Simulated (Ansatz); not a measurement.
Born–Oppenheimer molecular dynamics of Cl$_{2}$H$_{2}$OSn (6 atoms, charge 0, multiplicity 1). It starts at the highest image of a converged band. Of that band: Neighbouring images differ by up to 1.6 eV, so the band resolves the path poorly. A vibrational analysis at the climbing image gives one clearly imaginary mode, 1150i cm⁻¹: a first-order saddle point.

Theory: Ansatz, RKS CAM-B3LYP-D4/def2-SVP.

```
ensemble                      : NVE (velocity Verlet)
time step                     : 0.5 fs
steps asked                   : 163
starting velocities drawn for : 100 K
seed                          : 7460
```

Frames 2.5 fs apart, positions in Å, forces in eV/Å.

Velocities at 0 fs (Å/ps):

```
Sn 0.43 0.61 -0.07
H 6.46 -7.90 -7.76
Cl -0.65 -0.33 0.60
O -1.47 1.23 1.97
H 5.45 -18.94 -10.63
Cl -0.45 -1.52 -0.73
```

```xyz
6
Properties=species:S:1:pos:R:3:forces:R:3 time_fs=0 energy_less_start_eV=0.000 T=100
Sn -0.344 -0.061 0.552 -0.01 0.01 -0.01
H 0.987 -0.019 1.704 0.00 0.00 0.00
Cl 2.232 0.149 0.340 0.01 0.00 0.00
O -1.104 1.491 -0.375 0.00 -0.02 0.01
H -1.347 1.311 -1.294 0.00 0.00 0.00
Cl -0.931 -1.870 -0.830 0.00 0.01 0.01
6
Properties=species:S:1:pos:R:3:forces:R:3 time_fs=2.5 energy_less_start_eV=0.013 T=76
Sn -0.343 -0.059 0.551 -0.20 -0.09 0.08
H 1.004 -0.038 1.684 0.11 0.01 0.01
Cl 2.230 0.148 0.342 0.09 0.00 0.02
O -1.107 1.494 -0.371 -0.21 -0.31 -1.01
H -1.330 1.267 -1.308 0.18 0.32 0.90
Cl -0.932 -1.874 -0.832 0.02 0.07 0.01
6
Properties=species:S:1:pos:R:3:forces:R:3 time_fs=5 energy_less_start_eV=0.009 T=84
Sn -0.343 -0.058 0.551 -0.40 -0.16 0.20
H 1.028 -0.058 1.665 0.23 0.03 -0.03
Cl 2.228 0.148 0.343 0.17 0.00 0.06
O -1.112 1.496 -0.370 0.12 -0.13 0.11
H -1.306 1.240 -1.279 -0.16 0.14 -0.35
Cl -0.933 -1.878 -0.833 0.04 0.12 0.00
6
Properties=species:S:1:pos:R:3:forces:R:3 time_fs=7.5 energy_less_start_eV=0.010 T=81
Sn -0.342 -0.057 0.551 -0.67 -0.24 0.38
H 1.065 -0.074 1.644 0.38 0.07 -0.17
Cl 2.227 0.147 0.345 0.28 -0.01 0.16
O -1.116 1.497 -0.369 0.24 -0.05 0.49
H -1.289 1.222 -1.267 -0.29 0.08 -0.84
Cl -0.934 -1.881 -0.835 0.06 0.16 -0.02
6
Properties=species:S:1:pos:R:3:forces:R:3 time_fs=10 energy_less_start_eV=-0.027 T=153
Sn -0.341 -0.055 0.551 -1.10 -0.33 0.58
H 1.127 -0.087 1.612 0.66 0.13 -0.41
Cl 2.227 0.146 0.347 0.42 -0.03 0.34
O -1.119 1.498 -0.366 -0.02 -0.44 -1.03
H -1.288 1.212 -1.294 -0.02 0.52 0.59
Cl -0.935 -1.884 -0.837 0.07 0.15 -0.08
6
Properties=species:S:1:pos:R:3:forces:R:3 time_fs=12.5 energy_less_start_eV=-0.162 T=415
Sn -0.342 -0.054 0.552 -1.86 -0.39 0.83
H 1.228 -0.093 1.555 1.16 0.22 -0.71
Cl 2.227 0.145 0.349 0.66 -0.07 0.64
O -1.123 1.498 -0.367 0.04 -0.29 -0.94
H -1.289 1.229 -1.295 -0.07 0.43 0.38
Cl -0.936 -1.887 -0.839 0.08 0.10 -0.20
6
Properties=species:S:1:pos:R:3:forces:R:3 time_fs=15 energy_less_start_eV=-0.486 T=1039
Sn -0.343 -0.053 0.553 -2.85 -0.40 1.09
H 1.399 -0.085 1.458 1.41 0.19 -0.39
Cl 2.228 0.144 0.353 1.41 -0.01 0.39
O -1.126 1.496 -0.371 0.29 0.17 0.27
H -1.297 1.271 -1.280 -0.33 0.06 -0.97
Cl -0.936 -1.890 -0.841 0.06 -0.01 -0.38
6
Properties=species:S:1:pos:R:3:forces:R:3 time_fs=17.5 energy_less_start_eV=-0.491 T=1048
Sn -0.345 -0.053 0.554 -3.01 -0.36 1.25
H 1.638 -0.072 1.360 -1.33 -0.82 4.30
Cl 2.232 0.143 0.357 4.37 1.00 -4.34
O -1.128 1.495 -0.375 0.06 0.10 -0.76
H -1.321 1.320 -1.309 -0.12 0.19 0.04
Cl -0.937 -1.893 -0.844 0.04 -0.10 -0.48
6
Properties=species:S:1:pos:R:3:forces:R:3 time_fs=20 energy_less_start_eV=-0.857 T=1748
Sn -0.349 -0.052 0.556 -2.58 -0.30 1.25
H 1.822 -0.100 1.483 -0.21 -0.44 2.30
Cl 2.243 0.144 0.354 2.72 0.60 -2.51
O -1.130 1.494 -0.382 -0.14 0.09 -1.53
H -1.352 1.378 -1.337 0.15 0.16 0.95
Cl -0.938 -1.896 -0.848 0.06 -0.11 -0.46
6
Properties=species:S:1:pos:R:3:forces:R:3 time_fs=22.5 energy_less_start_eV=-0.791 T=1629
Sn -0.355 -0.052 0.559 -2.22 -0.20 1.19
H 1.985 -0.153 1.737 0.81 0.68 -3.03
Cl 2.258 0.145 0.347 1.21 -0.52 2.69
O -1.132 1.494 -0.394 0.22 0.23 -0.09
H -1.377 1.445 -1.321 -0.11 -0.09 -0.33
Cl -0.938 -1.899 -0.853 0.08 -0.10 -0.42
6
Properties=species:S:1:pos:R:3:forces:R:3 time_fs=25 energy_less_start_eV=-0.598 T=1258
Sn -0.361 -0.051 0.562 -2.09 -0.10 1.02
H 2.191 -0.170 1.830 0.31 0.84 -3.90
Cl 2.276 0.146 0.344 1.47 -0.70 3.51
O -1.134 1.494 -0.406 0.38 0.19 0.41
H -1.408 1.508 -1.319 -0.17 -0.16 -0.67
Cl -0.938 -1.902 -0.858 0.10 -0.08 -0.38
6
Properties=species:S:1:pos:R:3:forces:R:3 time_fs=27.5 energy_less_start_eV=-1.091 T=2205
Sn -0.369 -0.051 0.566 -2.02 -0.03 0.83
H 2.414 -0.139 1.700 -0.23 0.49 -2.32
Cl 2.296 0.146 0.347 1.84 -0.35 1.89
O -1.134 1.496 -0.418 -0.04 0.24 -0.85
H -1.446 1.560 -1.346 0.32 -0.32 0.76
Cl -0.938 -1.906 -0.864 0.12 -0.04 -0.31
```

Of the whole run (82 fs, mean temperature of the second half 2606 K): The conserved energy stayed within 1.1 meV per atom of its start (net change -0.52 meV per atom), so the integration is sound. The kinetic energy rose, since the run started high on the potential surface and went downhill. It ends in pieces (ClH + ClHOSn), so much of that is their flight and rotation, not heat. A run of 0.082 ps of so small a system gives no equilibrium averages. The orbitals stay closed-shell, which can raise the energy where a bond breaks towards radicals; this wasn't checked here.

Time of the run: 7.9 min on 2 threads of Intel(R) Xeon(R) Platinum 8259CL CPU @ 2.50GHz (Skylake/Cascade Lake), on a shared host, peak memory 0.25 GiB.
